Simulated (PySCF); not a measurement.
# [ErH4]− at several levels of theory

Computed with PySCF 2.14.0 (density fitting, no spin-orbit coupling) at the geometry relaxed with PBE0:

```xyz
5
[ErH4]− (singlet in the valence; each metal's 4f electrons, 11 of them, lie in its core potential, out of spins and levels)
Er    0.0000    0.0000    0.0000
H     1.1928    1.1928    1.1928
H    -1.1928   -1.1928    1.1928
H     1.1928   -1.1928   -1.1928
H    -1.1928    1.1928   -1.1928
```

| level | basis | state | HOMO (eV) | gap (eV) | charge on Er1 (e) | population of f-type functions on Er1 (polarisation alone where 4f lies in the core) | dipole about the centre of mass (D) | largest force component (eV/Å) |
| --- | --- | --- | --- | --- | --- | --- | --- | --- |
| PBE0 | Er lcecp-1-SVP with ECP57, H def2-SVP | singlet | -2.10 | 6.28 | 0.21 | 0.01 | 0.00 | 0.00 |
| revPBE | the same | singlet | -0.84 | 4.32 | 0.06 | 0.01 | 0.00 | 0.04 |
| PBE0 | Er lcecp-1-TZVP with ECP57, H def2-TZVP | singlet | -2.16 | 6.30 | 0.53 | 0.02 | 0.00 | 0.00 |

In the lcecp rows the 4f levels are missing from HOMO and gap, and the state counts the valence alone.

Charges are Mulliken's, which hang on the basis. The relaxation used the grid (50, 194), these runs (75, 302) or, all-electron (x2c bases, spin-free X2C Hamiltonian), (99, 590).

**Question.** What does BP86 with Er lcecp-1-SVP with ECP57, H def2-SVP give here?

**Answer.** state singlet, HOMO (eV) -1.00, gap (eV) 4.19, charge on Er1 (e) 0.01, population of f-type functions on Er1 (polarisation alone where 4f lies in the core) 0.01, dipole about the centre of mass (D) 0.00, largest force component (eV/Å) 0.02. Time: 1.3 s on 2 threads of Arm Neoverse V2 (shared host), from an already converged density.

In the first row's basis the gap widens with exact exchange: 4.2 to 4.3 eV for BP86, revPBE (none); 6.3 eV for PBE0 (a fixed share).

An lcecp potential fixes the number of 4f electrons, so in runs with it no electron can move into or out of that shell.
